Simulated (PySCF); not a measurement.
Coordinates in bohr (charge 0 multiplicity 3):
```
Ta    0.0000    0.0000    0.2452
O     0.0000    0.0000   -3.0247
H     0.0000    0.0000    3.9814
```

These are results of UPBE0 in PySCF with Ta def2-TZVP with ECP60, O def2-TZVP, H def2-TZVP; scalar-relativistic core potentials, no spin–orbit coupling; density-fitted integrals, not measurements.

This geometry of HTaO is a stationary point at this level.

(1) What is the point group?

(2) Is it a minimum?

(3) List the harmonic modes with their infrared intensities.

(4) Give the atomic charges and bond orders.

## Answers

(1) C∞v.

(2) No: it has 2 imaginary modes (one degenerate set), at 537i cm⁻¹ (π).

(3) 
```json
{"symmetry": "π", "ω (cm⁻¹)": "537i", "IR (km/mol, summed over degenerate members)": "–", "type": "bend"}
{"symmetry": "σ+", "ω (cm⁻¹)": "953", "IR (km/mol, summed over degenerate members)": "200", "type": "stretch"}
{"symmetry": "σ+", "ω (cm⁻¹)": "1493", "IR (km/mol, summed over degenerate members)": "171", "type": "stretch"}
```

(4) 
```csv
atom,Mulliken,Löwdin,polar tensor,spin (Mulliken),Mayer order to Ta1
Ta1,0.68,0.57,1.16,1.98,–
O2,-0.50,-0.32,-0.79,-0.07,2.24
H3,-0.18,-0.26,-0.37,0.09,0.92
```

Other isomers or separated fragments may lie lower. Open d and f shells are described by one determinant, and the ground state may have another occupation or spin. At this level a triplet minimum of Cs symmetry lies 125 kJ/mol below this structure. With an element this heavy the missing spin–orbit coupling can shift these numbers.
